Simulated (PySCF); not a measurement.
**Excitation energy of Ba by level of theory**

Ba [Xe] 6s2 (1S) → Ba [Xe] 5d2 (3F), as a difference of total energies. Computed with PySCF 2.14 in x2c-TZVPPall with one added diffuse shell each of s, p, d type (12s8p7d2f1g, 94 functions), with the spin-free X2C one-electron Hamiltonian (Gaussian nucleus). Correlated levels: valence: [Xe] frozen. The calculations carry no spin-orbit coupling.

| method | excitation energy (eV) |
| --- | --- |
| UHF | 2.351 |
| MP2 (valence) | 2.717 |
| SCS-MP2 (valence) | 2.876 |
| CCSD (valence) | 2.821 |

Task: How much does correlation contribute at MP2 (valence)?

Result: 2.717 − (2.351) = 0.366 eV, measured against UHF.

A first-order spin-orbit estimate (lowest level to lowest level, LS coupling) adds -0.060 eV.

With two correlated electrons CCSD is exact in that space.
